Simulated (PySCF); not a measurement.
Species: C6H4S.
Cartesian coordinates in Å at the GFN2-xTB level; atoms count from 1:
```xyz
11
C6H4S angstrom
C      3.1021    0.0736   -0.1582
C      1.9010    0.1013   -0.1169
C      0.5048    0.1538   -0.0634
C     -0.3843   -0.8577   -0.3064
C     -1.7250   -0.4514   -0.1612
C     -1.8427    0.8557    0.1904
S     -0.3187    1.6317    0.3529
H      4.1490    0.0334   -0.1994
H     -0.0781   -1.8515   -0.5793
H     -2.5652   -1.1055   -0.3109
H     -2.7375    1.4192    0.3663
```

Mayer bond orders were computed from the PBE0/pcSseg-1 density (PySCF). Isolated species at its GFN2-xTB geometry, gas phase.

Problem. The orders 0.96, 1.17, 1.29, 1.52, 2.28 belong to the bonds C1–C2, C2–C3, C3–C4, C4–C5, C6–S7, in another order. Match them.

Solution. C2–C3 0.96; C6–S7 1.17; C4–C5 1.29; C3–C4 1.52; C1–C2 2.28.

Problem. Set the orders of all bonds between heavy atoms beside their lengths and the difference of the Hirshfeld charges at their ends.

Solution. 
```tsv
bond	Mayer order	length (Å)	q(first) − q(second) (e)
C1–C2	2.279	1.202	-0.045
C5–C6	1.564	1.359	+0.007
C3–C4	1.524	1.368	+0.032
C4–C5	1.288	1.408	+0.011
C6–S7	1.171	1.718	-0.199
S7–C3	1.167	1.742	+0.149
C2–C3	0.961	1.398	-0.032
```

For a closed shell the Mayer order of atoms A and B is Σ (PS)μν (PS)νμ over the basis functions μ on A and ν on B, with P the density and S the overlap matrix.
